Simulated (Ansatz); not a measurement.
Reaction (ligand exchange at a Zr–S bond): `[OH][Zr]([OH])([OH])[SH]` + HBr → `[OH][Zr]([OH])([OH])[Br]` + H₂S

Calculated with Ansatz (gas phase, PBE0-D4/def2-TZVP geometries, no zero-point term in ΔE). CBS: MP2 limit from def2 TZ/QZ plus the TZ coupled-cluster correction, frozen cores. This one scheme is used for every species. DFT in def2-TZVPP. B3LYP here is the variant with VWN-RPA as its local correlation; programs differ in this. HSE06 is defined as in plane-wave codes. def2 core potentials past Kr. For Br, Zr outer-core shells are correlated without core-valence functions, which leaves a few kJ/mol of doubt a bond. Scalar relativity is left out up to krypton. One conformer a species, not always the lowest.

Task: Is it downhill or uphill in electronic energy at CCSD(T)/CBS, and by how much? (An estimate is asked.)

Result: The calculation gave: Downhill: ΔE = -0.79 eV.

Task: What do these levels give: PBE-D4, r2SCAN-D4, HSE06-D4, BHLYP-D4, B2PLYP, PBE-QIDH, B3LYP, HF/def2-TZVPP, MP2/def2-TZVPP, SCS-MP2/def2-TZVPP, MP2/def2-QZVPP, MP2/CBS(def2)? (Estimate.)

Result: The calculation gave: PBE-D4 -0.71, r2SCAN-D4 -0.78, HSE06-D4 -0.76, BHLYP-D4 -0.84, B2PLYP -0.80, PBE-QIDH -0.81, B3LYP -0.79, HF/def2-TZVPP -0.93, MP2/def2-TZVPP -0.79, SCS-MP2/def2-TZVPP -0.81, MP2/def2-QZVPP -0.80, MP2/CBS(def2) -0.80 eV.

Largest T1 diagnostic among the species: 0.017.

In def2-TZVPP, CCSD(T) changes the Hartree–Fock value by +0.15 eV (the triples alone add +0.02 eV) and MP2 by +0.14 eV. From BLYP to BHLYP (50 % exact exchange), in def2-TZVPP and without D4, ΔE moves by −0.10 eV. Leaving LDA and LC-ωPBE aside and taking each functional with its dispersion term where it has one, the values, not all of them listed here, spread over 0.13 eV, from BHLYP-D4 to revPBE-D4.
